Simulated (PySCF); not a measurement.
**Nonlinear optical response: `Cn1c(C=O)cc[n+]1C`, [C6H9N2O]+, charge +1**

Cartesian coordinates in Å; atom numbers follow the order of the lines, from 1:
```xyz
18

C    -0.123   -1.698    0.456
N     0.097   -0.331    0.082
C     1.290    0.260   -0.139
C     2.578   -0.449   -0.017
O     2.675   -1.604    0.285
C     1.050    1.591   -0.480
C    -0.322    1.742   -0.447
N    -0.872    0.570   -0.106
C    -2.271    0.286    0.045
H     0.389   -1.913    1.396
H    -1.183   -1.906    0.565
H     0.302   -2.363   -0.298
H     3.443    0.195   -0.233
H     1.779    2.339   -0.717
H    -0.917    2.612   -0.647
H    -2.591   -0.488   -0.655
H    -2.834    1.193   -0.165
H    -2.497   -0.032    1.064
```

Total charge +1.

Computed, not measured: quadratic response CAM-B3LYP/def2-SVPD first hyperpolarisability, Taylor convention, IEF-PCM dichloromethane (non-equilibrium response, no local-field factor) (PySCF 2.14.0). Geometry: GFN2-xTB.

Q: Give β for the processes computed.

A: In 10⁻³⁰ esu, Taylor convention; the vector part is βᵢ = ⅓ Σⱼ (βᵢⱼⱼ + βⱼᵢⱼ + βⱼⱼᵢ):
| process | λ (nm) | β vector norm | β HRS | depolarisation ratio |
| --- | --- | --- | --- | --- |
| second harmonic β(−2ω;ω,ω) | 1064 | 5.18 | 2.00 | 6.54 |
| second harmonic β(−2ω;ω,ω) | 800 | 6.55 | 2.53 | 6.55 |

Q: Which lowest excitations and polarisabilities go with it?

A: S1 3.85 eV (f = 0.000); S2 5.34 eV (f = 0.211); S3 5.70 eV (f = 0.306); isotropic α 94.0 au at 1064 nm, 95.0 au at 800 nm, 98.0 au at 532 nm, 103.0 au at 400 nm.
